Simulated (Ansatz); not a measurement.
Computed with Ansatz on PBE0-D4/def2-TZVP structures; ΔE is electronic, products minus reactants. CCSD(T)/CBS is the MP2 limit (def2-TZVPP, def2-QZVPP) plus CCSD(T) − MP2 in def2-TZVPP, frozen cores. This one scheme is used for every species. DFT in def2-TZVPP. For Ge outer-core shells are correlated without core-valence functions, which leaves a few kJ/mol of doubt a bond. Scalar relativity is left out up to krypton. One conformer a species, not always the lowest.

`[F][GeH2][SiH2]Cl` → `[F][GeH]` + `[SiH3]Cl`  (germylene formation by 1,1-elimination)

`[F][GeH2][SiH2]Cl`:

Z-matrix (Å, degrees):
```
Ge
Si 1 2.389
F 1 1.748 2 106.4
H 1 1.540 2 113.4 3 115.7
H 1 1.537 2 113.7 3 -116.2
Cl 2 2.055 1 109.2 3 70.3
H 2 1.485 1 109.9 3 -170.9
H 2 1.482 1 110.7 3 -49.5
```

`[F][GeH]`:

```xyz
3

F    -1.258   -0.018   -0.411
Ge    0.083   -0.355    0.672
H     1.174    0.373   -0.261
```

`[SiH3]Cl`:

Z-matrix (Å, degrees):
```
Si
Cl 1 2.054
H 1 1.481 2 108.5
H 1 1.481 2 108.5 3 -120.0
H 1 1.481 2 108.5 3 120.0
```

```
             level  ΔE (eV)
           ωB97M-V     1.13
SCS-MP2/def2-TZVPP     1.25
```

Q: What does CCSD(T)/CBS give? (Best estimate.)

A: Computed: +1.24 eV. The listed levels differ from it by -0.11, 0.01 eV.

Largest T1 diagnostic among the species: 0.014.

The D4 term adds +0.13 eV with B3LYP and +0.07 eV with PBE0; it sums over pairs of atoms, weighted by their polarisabilities, and B3LYP, whose exchange is more repulsive, gets the larger term. From BLYP to BHLYP (50 % exact exchange), in def2-TZVPP and without D4, ΔE moves by +0.32 eV. In def2-TZVPP, CCSD(T) changes the Hartree–Fock value by +0.29 eV (the triples alone add +0.03 eV) and MP2 by +0.38 eV.

B3LYP here is the variant with VWN-RPA as its local correlation; programs differ in this.
